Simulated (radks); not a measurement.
The zinc ion Zn2+, configuration [Ar] 3d10 (the NIST ground configuration). Calculated with a radial shooting solver on a logarithmic mesh with Libxc functionals: scalar-relativistic Kohn-Sham, PBE, spin-polarised, spherical densities, point nucleus.

Unscreened Slater integrals over Kohn-Sham orbitals (cm^-1). They are taken over the spin-up orbitals. Empty in this configuration: 4s.

integral,value
"F0(3d,3d)",233370
"F2(3d,3d)",106030
"F4(3d,3d)",65596
"F0(3d,3p)",253080
"F2(3d,3p)",118040
"G1(3d,3p)",145820
"G3(3d,3p)",88121
"F0(3d,3s)",258010
"G2(3d,3s)",110210
"F0(3d,2p)",331020
"F2(3d,2p)",63792
"G1(3d,2p)",47974
"G3(3d,2p)",27271
"F0(3d,4s)",112250
"G2(3d,4s)",13511
"F0(3p,3p)",278130
"F2(3p,3p)",138610
"F0(3p,3s)",283880
"G1(3p,3s)",187610
"F0(3p,2p)",378970
"F2(3p,2p)",75607
"G0(3p,2p)",29078
"G2(3p,2p)",30669
"F0(3p,4s)",114680
"G1(3p,4s)",6914.3
"F0(3s,3s)",290160
"F0(3s,2p)",386970
"G1(3s,2p)",31590
"F0(3s,4s)",115090
"G0(3s,4s)",4975.6
"F0(2p,2p)",1010800
"F2(2p,2p)",477050
"F0(2p,4s)",122440
"G1(2p,4s)",2506.5
"F0(4s,4s)",89209
